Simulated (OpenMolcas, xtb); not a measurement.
SnH2OF (SMILES [O][SnH2][F]): the dipole moment, rung by rung

SnH2OF has 5 atoms, charge 0, and is taken as a doublet. As SMILES, `[O][SnH2][F]`. Geometry: a GFN2-xTB relaxation, a rough one for these elements and not checked as a minimum.

```xyz
5

O    -0.8086    0.4910    1.6618
Sn    0.0059   -0.0150    0.1698
F    -0.8758    0.6408   -1.4241
H     0.0993   -1.6625   -0.2440
H     1.5793    0.5457   -0.1635
```

Each level gives the dipole moment (D). The values are calculated.

| level | kind | program | value (D) | CPU time |
| --- | --- | --- | --- | --- |
| GFN2-xTB | semi-empirical | xtb | 4.64 | under 2 s |
| GFN0-xTB | semi-empirical | xtb | 1.60 | under 2 s |
| GFN1-xTB | semi-empirical | xtb | 6.66 | under 2 s |
| UHF/STO-3G | Hartree–Fock | OpenMolcas | 1.72 | 4.9 s |
| UHF/3-21G | Hartree–Fock | OpenMolcas | 2.80 | 3.5 s |
| UHF/def2-SVP (core potential) | Hartree–Fock | OpenMolcas | 2.95 | 5.4 s |
| UHF/def2-SVPD (core potential) | Hartree–Fock | OpenMolcas | 2.94 | 18 s |
| UTPSS/def2-TZVP (core potential) | meta-GGA | OpenMolcas | 2.72 | 2.1 min |
| UPBE0/def2-SVP (core potential) | global hybrid | OpenMolcas | 2.72 | 25 s |
| UTPSSh/def2-SVP (core potential) | hybrid meta-GGA | OpenMolcas | 2.63 | 40 s |

All-electron rows without a relativistic Hamiltonian named are non-relativistic, while core potentials hold scalar relativity, so basis and relativity change together. The values span 1.60 to 6.66 D. Sets without polarisation functions give poor dipoles. Without the sets that lack polarisation functions the rows with a basis span only 2.63 to 2.95 D. CPU times are rough (shared hosts, several kinds of processor): they show what a rung costs within a factor of a few.
